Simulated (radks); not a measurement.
Ag III, configuration [Kr] 4d(3/2: 3, 5/2: 6) (the NIST ground configuration).

Method: Dirac Kohn-Sham, relativistic LDA (MacDonald-Vosko exchange, VWN5 correlation), spin-unpolarised, spherical densities, finite nucleus; Fermi nuclear charge, rms radius 4.5454 fm; computed with a radial shooting solver on a logarithmic mesh with Libxc functionals.

Energy parts (eV):
| part | energy |
|---|---|
| total | -144335.873 |
| kinetic | 150638.359 |
| electron-nucleus | -348995.947 |
| Hartree | 57743.358 |
| exchange-correlation | -3721.644 |

Orbitals (lengths in bohr, moments of r in powers of bohr; r(max) is where P^2 peaks; r(90%) holds 90 % of the orbital's charge):
orbital,occ.,eigenvalue (eV),<1/r>,r(max),r(90%),<r^2>
1s1/2,2,-25194.96,49.25,0.02023,0.0560,0.001318
2s1/2,2,-3733.318,11.35,0.1145,0.209,0.02153
2p1/2,2,-3476.281,11.34,0.08835,0.187,0.01606
2p3/2,4,-3302.505,10.66,0.09260,0.194,0.01738
3s1/2,2,-702.8886,3.970,0.3338,0.545,0.1564
3p1/2,2,-599.8060,3.881,0.3198,0.544,0.1515
3p3/2,4,-569.1105,3.714,0.3298,0.560,0.1606
3d3/2,4,-385.0447,3.554,0.2719,0.545,0.1412
3d5/2,6,-378.8326,3.511,0.2748,0.550,0.1440
4s1/2,2,-117.2999,1.527,0.8224,1.32,0.9398
4p1/2,2,-84.5676,1.407,0.8582,1.44,1.088
4p3/2,4,-79.3900,1.353,0.8834,1.49,1.159
4d3/2,3,-29.5692,1.033,1.018,2.05,2.027
4d5/2,6,-28.9468,1.019,1.029,2.08,2.080

The highest occupied level is 4d5/2 at -28.947 eV. Summed over all electrons, <r^2> = 30.09 bohr^2, which gives a Langevin (diamagnetic) susceptibility term of -23.8 x 10^-6 cm^3/mol. The electron density at the nucleus is 1.441e+05 e/bohr^3.
